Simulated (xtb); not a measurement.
C4H7NSi, SMILES C/C(C#N)=C/[SiH3]. All values are semi-empirical tight-binding results from xtb (GFN2-xTB unless named), good for trends rather than for accurate numbers. The structure is a stationary point at GFN2-xTB. The structure was generated by enumeration; whether it is a known compound was not checked.

The geometry has at least one imaginary mode, so it is a saddle point at that level.

```json
{
  "point_group_as_xtb_finds_it": "Cs",
  "orbital_gap": "3.67 eV",
  "dipole_moment": "3.51 D",
  "static polarisability (D4 model)": "80.1 bohr³",
  "solvation energy, GFN2-xTB/ALPB(water)": "-4.5 kcal/mol",
  "solvation energy, GFN2-xTB/ALPB(benzene)": "-5.6 kcal/mol"
}
```
